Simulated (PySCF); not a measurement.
Vertical excitations of a molecule C₄H₇O₂, multiplicity 2 from TDA-CAM-B3LYP/def2-SVPD in PySCF, as energy in eV (oscillator strength): 4.57 (0.073), 5.02 (0.000), 5.09 (0.002), 5.81 (0.001), 5.92 (0.002), 6.09 (0.013), 6.34 (0.043), 6.62 (0.018), 6.68 (0.000), 7.03 (0.003). Geometry: r2SCAN-D4/def2-SVP. The values are those of a single conformer.

Which structure fits?
A) C[C](C)C(=O)O
B) [CH2]C(=O)OCC
C) [CH]1COCCO1
D) C[CH]OC(C)=O

D, C[CH]OC(C)=O
